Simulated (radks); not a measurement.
Values are calculated unless marked as measured or tabulated.
Question: These are the eigenvalues of the occupied orbitals of an atom or ion with whole-number occupations (hartree). Level of theory: Dirac Kohn-Sham, LDA (Slater exchange, Perdew-Wang correlation), spin-unpolarised, spherical densities, finite nucleus; Fermi nuclear charge, rms radius of each element as measured or else 0.836 A^(1/3) + 0.57 fm (a radial shooting solver on a logarithmic mesh with Libxc functionals).

1s1/2: -302.5744
2s1/2: -37.48336
2p1/2: -32.92758
2p3/2: -32.28662
3s1/2: -5.51409
3p1/2: -4.12093
3p3/2: -4.03776
3d3/2: -1.74746
3d5/2: -1.73743

Which element is it, and in what charge state? The configuration may be excited. Open shells, if any, are shared by 2j + 1.

Answer: Z = 28, nickel, charge +3: Ni3+ in [Ar] 3d7. The list shows which subshells hold electrons but not how many an open one holds; the 1s level, -302.57 hartree, gives Z - s = 24.6 by -(Z - s)^2/2, which with screening and relativity narrows Z to a few neighbours, and the depths of the outer levels then fix element, charge and occupations together.
